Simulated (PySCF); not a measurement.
C3H6BFO, SMILES FCB1CCO1. The structure is a stationary point at B3LYP-D3(BJ)/def2-SVP. The structure was generated by enumeration, and PubChem lists no compound with its InChIKey, so it may never have been made. The values are those of a single conformer.

Question: Give the equilibrium geometry at B3LYP-D3(BJ)/def2-SVP (PySCF confirms it by a frequency run) as a Z-matrix, and its point group. (Estimate from the structure and the level; the computed values follow.)

Answer: This is not unique; one that fits is point group Cs.
```
B
O 1 1.3688
C 2 1.4628 1 90.77
H 3 1.1014 2 110.16 1 -119.59
H 3 1.1014 4 109.44 2 121.25
C 3 1.5449 4 116.18 5 134.02
H 6 1.0998 3 115.59 4 -129.97
H 6 1.0998 7 109.01 3 -132.18
C 1 1.5709 2 125.02 3 180.00
F 9 1.3900 1 111.93 2 180.00
H 9 1.1078 10 108.94 1 122.36
H 9 1.1078 11 106.07 10 -117.12
```
